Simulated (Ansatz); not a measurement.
Species: 2H-oxasiline, C$_{4}$H$_{6}$OSi, charge 0, multiplicity 1. SMILES: C1=CO[SiH2]C=C1
Geometry from a B3LYP-D3(BJ)/def2-TZVP (Ansatz, a program for electronic structure) optimisation:
```
C
C 1 1.3496
H 2 1.0842 1 118.50
H 1 1.0865 2 119.29 3 0.00
C 1 1.4499 4 115.75 2 -180.00
C 5 1.3430 1 123.40 4 180.00
O 6 1.3465 5 124.76 1 0.00
H 5 1.0807 6 117.63 7 180.00
H 6 1.0832 5 122.50 8 0.00
Si 7 1.6824 6 124.93 9 180.00
H 10 1.4826 7 108.07 6 122.07
H 10 1.4826 11 107.33 7 -116.33
```
Charge 0, spin multiplicity 1.

Wanted: atomisation energy (electronic, to ground-state atoms), in kJ/mol. Correlated levels leave the core frozen unless marked. Open shells are spin-unrestricted. No spin-orbit coupling. No relativistic terms. The coupled-cluster limit lacks core correlation, which all-electron functionals hold. Basis-set limits of correlation are two-point, X^-3; Hartree-Fock from the larger set. [CCSD(T)-MP2]/basis is that difference in the basis named.

```csv
level,program,atomisation energy (kJ/mol)
HF/6-31G*,Ansatz,3727.1
HF/cc-pV(D+d)Z,Ansatz,3684.2
r2SCAN/def2-TZVPD,Ansatz,5164.8
HSE06/def2-TZVPD,Ansatz,5164.8
LC-wPBE/def2-TZVPD,Ansatz,5136.7
B2GP-PLYP-D3(BJ)/def2-TZVPD,Ansatz + dftd3,5100.3
B2GP-PLYP/def2-TZVPD,Ansatz,5079.4
MP2/6-31G,Ansatz,4327.0
MP2/6-31G*,Ansatz,4799.8
"MP2/CBS(cc-pV(T+d)Z,cc-pV(Q+d)Z)",Ansatz,5260.2
SCS-MP2/aug-cc-pV(T+d)Z,Ansatz,5101.5
CCSD/cc-pV(T+d)Z,Ansatz,4912.7
CCSD(T) with core electrons (1s frozen past Ne)/cc-pwCVTZ,Ansatz,5033.9
"RI-MP2/CBS(aug-cc-pV(T+d)Z,aug-cc-pV(Q+d)Z)+[CCSD(T)-MP2]/aug-cc-pV(T+d)Z",Ansatz,5145.4
"CCSD(T)/CBS(cc-pV(T+d)Z,cc-pV(Q+d)Z)",Ansatz,5142.9
```

The Hartree-Fock reference is unstable (checked in the largest basis), which strains HF and MP2.
